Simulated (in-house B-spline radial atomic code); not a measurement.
The numbers below are computed, except where a source is named.
Stopping and range of 5 keV He in InAs

The pair potential comes from two frozen, spherical free-atom densities (PBE, B-spline radial code, scalar-relativistic past argon): electrostatics plus the change in Thomas-Fermi kinetic and Dirac exchange energy where they overlap, the recipe behind the universal ZBL potential, which averages such potentials (from solid-state densities) over many pairs. It is written V = (Z1 Z2 e²/r) φ(r/a), with e² = 14.3996 eV·Å and a = 0.46850 Å/(Z1^0.23 + Z2^0.23); ZBL's fit is φ = 0.18175 e^(−3.1998x) + 0.50986 e^(−0.94229x) + 0.28022 e^(−0.4029x) + 0.02817 e^(−0.20162x). Where φ falls below 4e-4 it is continued as an exponential.

The target is taken as amorphous, with density 5.68 g/cm³ (NSM archive of the Ioffe Institute); channelling is ignored. Masses: He 4.0, In 114.82, As 74.92 u. Nuclear stopping is S_n = 4π a Z1 Z2 e² M1/(M1 + M2) × s_n(ε), with s_n integrated over impact parameters for each pair. Electronic stopping is Lindhard and Scharff's S_e = Z1^(1/6) 8π e² a0 Z1 Z2/(Z1^(2/3) + Z2^(2/3))^(3/2) × v/v0, with a0 = 0.529177 Å and v = v0 at 24.801 keV/u; it misses the oscillations with Z1 seen in experiment, which reach tens of per cent. Compounds add by atom fraction.

```tsv
target atom	a (Å)	ε at this energy	s_n, this pair	s_n, ZBL potential
In	0.12940	0.4431	0.3358	0.347
As	0.13748	0.6866	0.3366	0.3324
```

Question: What are the atom density and the stopping powers at entry?

Answer: N = 5.68 × 0.602214/94.87 = 0.03606 atoms/Å³. For In: S_n = 77.25 × 0.3358 = 25.94 eV·Å², S_e = 1.1538 × √5000 = 81.59 eV·Å². For As: S_n = 83.22 × 0.3366 = 28.01 eV·Å², S_e = 1.1007 × √5000 = 77.83 eV·Å². Averaged over the target's atoms (half each) and times N × 10 Å/nm, the ion loses N S_n = 9.73 eV/nm to recoils and N S_e = 28.7 eV/nm to electrons; the nuclear share is 25 %.

Along the track:

```tsv
E (keV)	N S_n (eV/nm)	N S_e (eV/nm)
0.25	6.82	6.43
0.75	8.92	11.1
1.5	9.85	15.7
2.5	10.1	20.3
3.75	9.97	24.9
5	9.73	28.7
```

Question: Estimate the path length and the projected range.

Answer: With continuous slowing down the path is the integral of dE/(N (S_n + S_e)). Trapezoids over the table give 173 nm, and the stretch below the first row, with stopping taken as √E, adds 2E/(N S) = 38 nm: 211 nm in all, against 201 nm on a fine grid from 5 eV. Deflections shorten the depth: to first order in the energy passed on, N (S_n + S_e) dR_p/dE = 1 − N S_n (M2/M1) R_p/(2E), summed over the target's atoms, and integrating this on the fine grid gives R_p = 32.9 nm, 0.16 of the path. Lindhard's rule of thumb R/(1 + M2/3M1), with mean M2/M1 = 23.72, gives 22.5 nm; it assumes that nuclear stopping leads, so it comes too short here. On the ZBL potential the same equation gives 32.6 nm, and the full integral equation, which keeps hard collisions, 33.2 nm.
